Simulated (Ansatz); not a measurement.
Li7H6. Total charge 0; doublet. Geometry PBE-D4/def2-TZVP; atoms count from 1.

```xyz
13

Li    1.283   -1.346    1.443
Li    1.841   -0.109   -1.132
Li   -2.373    1.817    0.336
Li   -1.348   -0.950    0.922
Li    0.134    1.515    1.041
Li    0.816   -2.392   -1.029
Li   -0.599    0.170   -1.482
H    -2.034    0.221   -0.316
H     0.040   -0.169    1.809
H     2.167   -1.526   -0.066
H     0.722    1.176   -0.647
H     0.584   -1.019   -2.135
H    -1.233    2.612    1.256
```

Another isomer (doublet) lies 0.26 eV lower at PBE0-D4/def2-TZVP; other spin states weren't run for this one.

**Question.** Estimate the Mulliken populations from the PBE0/def2-TZVP orbitals of Ansatz.

**Answer.** 
| atom | charge (e) | spin (α − β) |
| --- | --- | --- |
| Li1 | 0.45 | 0.19 |
| Li2 | 0.47 | 0.00 |
| Li3 | 0.52 | 0.01 |
| Li4 | 0.35 | 0.42 |
| Li5 | 0.49 | 0.00 |
| Li6 | 0.26 | 0.44 |
| Li7 | 0.58 | -0.02 |
| H8 | -0.63 | -0.01 |
| H9 | -0.53 | -0.01 |
| H10 | -0.52 | -0.01 |
| H11 | -0.50 | 0.00 |
| H12 | -0.49 | 0.00 |
| H13 | -0.45 | 0.00 |
Mulliken values depend strongly on the basis.

**Question.** Where does the spin sit?

**Answer.** Summed by element: Li 1.03, H -0.03, of 1 unpaired in all. Largest on single atoms: Li6 0.44, Li4 0.42, Li1 0.19.

**Question.** And the Mayer bond orders between heavy atoms (over 0.3)?

**Answer.** Li4–Li6 0.33 (3.25 Å).
